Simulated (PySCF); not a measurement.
Predicted microwave data (PBE0-D3(BJ)/def2-SVP geometry optimisation, gas phase in PySCF 2.14.0) for one isomer of BH7P2Si:

| Property | Result |
| --- | --- |
| Rotational constants | A = 7906, B = 1258, C = 1162 MHz |
| Dipole components | \|μa\| = 0.14 D, \|μb\| = 0.14 D, \|μc\| = 0.26 D |
| Inertial defect | -30.90 u·Å² |
| κ | -0.97 |

Task: Which structure is it? (One computed conformer of each.)
A. `[BH2:1][PH:2][SiH2:3][PH2:4]` with H–B1–P2–Si3 144° and -44°, B1–P2–Si3–P4 50°, P2–Si3–P4–H 63° and 157°
B. `[SiH3:1][PH:2][BH:3][PH2:4]` with Si1–P2–B3–P4 -123°, P2–B3–P4–H -34° and -137°

Result: B. It is [SiH3]PBP, a near-prolate asymmetric top, point group C1. The candidates at the same level (rigid rotor, commonest isotopes):

```
   SMILES  A (MHz)  B (MHz)  C (MHz)  μa (D)  μb (D)  μc (D)  Δ (u·Å²)  point group                        rotor
BP[SiH2]P     5120     1852     1481    0.43    1.38    0.03    -30.22           C1               asymmetric top
[SiH3]PBP     7906     1258     1162    0.14    0.14    0.26    -30.90           C1  near-prolate asymmetric top
```

`BP[SiH2]P` has B 47 % too high. No structure here is proved a minimum.
